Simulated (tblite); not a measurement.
A tight-binding relaxation on `O[Si@@H](C(C)=O)SC[SiH2]C`.

Computed with GFN2-xTB geometry optimisation, gas phase (tblite 0.8.0). Start geometry: from a force field or distance geometry. The input is one job of a driver script: a line of settings, then coordinates in Å.

Command:
```bash
OMP_NUM_THREADS=1 python probes_run.py task.json out
```

Input:
```
{"job": {"kind": "relax", "xc": "GFN2-xTB", "basis": "xTB"}, "charge": 0, "multiplicity": 1}
C      2.446300     1.352000     2.724300
Si     2.884700     0.638900     1.071100
C      1.610900    -0.532800     0.422600
S      0.056400     0.383000     0.092200
Si    -1.244300    -1.149200    -0.681400
O     -1.227100    -2.382700     0.426600
C     -2.971000    -0.436400    -0.992000
C     -3.138600     0.625000    -2.029200
O     -3.874300    -0.888600    -0.293000
H      1.535000     1.974400     2.661300
H      2.243200     0.565900     3.459000
H      3.242400     1.979800     3.113400
H      3.159700     1.727600     0.118500
H      4.169900    -0.114000     1.230100
H      1.412100    -1.322200     1.142900
H      1.951600    -0.982300    -0.500000
H     -0.621200    -1.634400    -1.940500
H     -2.044300    -2.447200     0.948500
H     -4.211900     0.830600    -2.157100
H     -2.640900     1.543400    -1.715900
H     -2.747300     0.286000    -2.987700
```

Question: Give the output.

Answer: 
```
step      E/eV     max force
  0    -804.01376    1.902
  1    -804.13382    1.342
  2    -804.16640    0.861
  3    -804.18384    0.304
  4    -804.19790    0.312
  5    -804.20625    0.294
  6    -804.21384    0.228
  7    -804.21848    0.148
  8    -804.22180    0.134
  9    -804.22414    0.127
... (94 lines left out)
104    -804.25861    0.013
105    -804.25863    0.011
106    -804.25867    0.016
107    -804.25871    0.016
108    -804.25875    0.013
109    -804.25878    0.013
110    -804.25881    0.013
111    -804.25884    0.013
112    -804.25887    0.011
113    -804.25889    0.007
```

«max force» is the largest atomic force in eV/Å.

Question: From which step on does the largest force stay under 0.1 eV/Å, and how much energy is left to gain from there?

Answer: From step 18 (0.092 eV/Å), 22.1 meV above the end.

Summary of the converged run: energy lowered by 5.7 kcal/mol over 113 steps; largest atomic force 0.007 eV/Å at the end.

Hardware: Arm Neoverse N1, one thread, shared host with 64 logical CPUs at a one-minute load of 61. Cost: 2.1 s.
Labels such as C1 count atoms from 1, the log's own numbers from 0.
